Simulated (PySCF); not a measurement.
FSeN: from structure and modes to constants

Computed with PBE/[Se def2-TZVP, N def2-TZVP, F def2-TZVP], no relativity, density fitting, PySCF.

The singlet minimum has Cs symmetry. Masses (u): Se 79.91652, N 14.00307, F 18.99840.

```xyz
3
charge 0 multiplicity 1, angstrom
Se   -0.0954    0.0000   -0.2796
N    -1.4371    0.0000    0.6178
F     1.4609    0.0000    0.7206
```

Harmonic wavenumbers (cm⁻¹): 260.8 (a', ×1), 524.5 (a', ×1), 1076.6 (a', ×1).

Q: Find the principal moments of inertia and the rotational constants. What kind of rotor is it?

A: About the centre of mass I = 19.598, 72.05, 91.647 u Å². With B = 16.8576/I this gives 0.8602, 0.234, 0.1839 cm⁻¹. The molecule is an asymmetric top with κ = -0.85.

Q: Find the vibrational entropy and heat capacity at 298.15 K.

A: With u = 1.43878 ω/T, each mode gives S = R[u/(eᵘ−1) − ln(1−e⁻ᵘ)] and C = R u² eᵘ/(eᵘ−1)².
| ω (cm⁻¹) | u | S (J/(mol K)) | C (J/(mol K)) |
| --- | --- | --- | --- |
| 260.8 | 1.259 | 6.93 | 7.30 |
| 524.5 | 2.531 | 2.51 | 5.00 |
| 1076.6 | 5.195 | 0.29 | 1.26 |
The sums over all modes are S = 9.7 and C = 13.6 J/(mol K); the softest mode gives 71 % of the entropy.

Q: Give the standard entropy (298.15 K, 1 bar) by its translational, rotational, vibrational and spin parts, and Cp.

A: Sackur–Tetrode with M = 112.92 u gives 167.8; rotation with symmetry number 1 gives 97.5; vibration 9.7; spin R ln 1 = 0.0. The total is 275.0 J/(mol K), and Cp = 4 R + 13.6 = 46.8 J/(mol K).

This need not be the most stable arrangement of these atoms.
